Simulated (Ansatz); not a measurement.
Ansatz results at the PBE0-D4/def2-TZVP geometry: LUMO energy (PBE/def2-TZVPP) -0.60 eV; HOMO–LUMO gap (PBE0/def2-TZVPP) 8.87 eV; HOMO–LUMO gap (PBE/def2-TZVPP) 6.52 eV.

Each molecule was computed in one conformer, which needn't be the lowest.

Q: Which molecule gave them?
A. `F[Si](F)(Cl)[NH][GeH2][Cl]`
B. `[OH][GeH2][SiH](O)Cl`
C. `O[Si@H](F)N[Si@H](O)Cl`
D. `O[SiH](F)N[Si](O)(F)F`

A: C. The others give `[OH][GeH2][SiH](O)Cl`: -1.66, 7.22, 5.16; `F[Si](F)(Cl)[NH][GeH2][Cl]`: -1.16, 8.55, 6.11; `O[SiH](F)N[Si](O)(F)F`: -0.48, 9.22, 6.82.
